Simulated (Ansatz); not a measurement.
Stepwise reaction of `[SH][InH2]` with hydrogen sulfide, as a gas-phase model of exchange steps in deposition or etching. ΔE in kJ/mol; ΔG adds harmonic PBE0-D4 terms to CCSD(T)/CBS, at 1 bar.

Gas-phase electronic energies from Ansatz, PBE0-D4/def2-TZVP geometries. CCSD(T)/CBS adds triple-zeta CCSD(T) − MP2 to the extrapolated MP2 energy (def2 sets, frozen cores). This one scheme is used for every species. Functionals use def2-TZVPP. B3LYP here is the variant with VWN-RPA as its local correlation; programs differ in this. def2 core potentials past Kr. For In outer-core shells are correlated without core-valence functions, which leaves a few kJ/mol of doubt a bond. One conformer a species, not always the lowest.

| step | reaction | PBE-D4 | B3LYP-D4 | ωB97M-V | CCSD(T)/CBS | ΔG(500 K) |
| --- | --- | --- | --- | --- | --- | --- |
| 2 | `[SH][InH][SH]` + H₂S → `[SH][In]([SH])[SH]` + H₂ | -68.5 | -66.6 | -62.7 | -70.8 | -56.7 |

(1) Give the row of step 1, `[SH][InH2]` + H₂S → `[SH][InH][SH]` + H₂. (An estimate is asked.)

(2) By hand: ΔE of the 2 steps together at CCSD(T)/CBS.

## Answers

(1) Ansatz gave: 
```json
{"step": "1", "reaction": "`[SH][InH2]` + H₂S → `[SH][InH][SH]` + H₂", "PBE-D4": "-75.8", "B3LYP-D4": "-73.0", "ωB97M-V": "-70.0", "CCSD(T)/CBS": "-78.3", "ΔG(500 K)": "-67.0"}
```

(2) (-78.3) + (-70.8) = -149.1 kJ/mol, or -74.5 kJ/mol a step.

In ΔE each step is higher than the one before. All are downhill at CCSD(T)/CBS. ΔG lies between -67.0 and -56.7 kJ/mol a step. PBE-D4 differs from CCSD(T)/CBS by 2.3 to 2.5 kJ/mol a step. Isolated molecules leave out the surface, adducts and barriers. Largest T1 diagnostic: 0.014.
